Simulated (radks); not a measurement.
The numbers below are computed, except where a source is named.
Mean orbital radii <r> (bohr) of the nickel ion Ni18+, [Ne], at several levels of relativity; Dirac values are averaged over j with weights 2j + 1. Spin-unpolarised spherical Kohn-Sham, PBE, point nucleus unless stated (finite: rms radius 3.7757 fm), a radial shooting solver on a logarithmic mesh with Libxc functionals. A level marked "c x" has the speed of light scaled by that factor and shares open shells by 2j + 1; other Dirac levels either fill j = l - 1/2 first or share by 2j + 1.

1s: non-rel. 0.05480; Dirac, low j first 0.05405; Dirac, c x 0.75 0.05346; Dirac, c x 2 0.05461; change of magnitude, last against first (%) -0.34
2s: non-rel. 0.2439; Dirac, low j first 0.2404; Dirac, c x 0.75 0.2377; Dirac, c x 2 0.2430; change of magnitude, last against first (%) -0.35
2p: non-rel. 0.2120; Dirac, low j first 0.2106; Dirac, c x 0.75 0.2095; Dirac, c x 2 0.2116; change of magnitude, last against first (%) -0.16
3s (empty): non-rel. 0.6045; Dirac, low j first 0.5985; Dirac, c x 0.75 0.5938; Dirac, c x 2 0.6030; change of magnitude, last against first (%) -0.25
3p (empty): non-rel. 0.5884; Dirac, low j first 0.5856; Dirac, c x 0.75 0.5834; Dirac, c x 2 0.5877; change of magnitude, last against first (%) -0.12
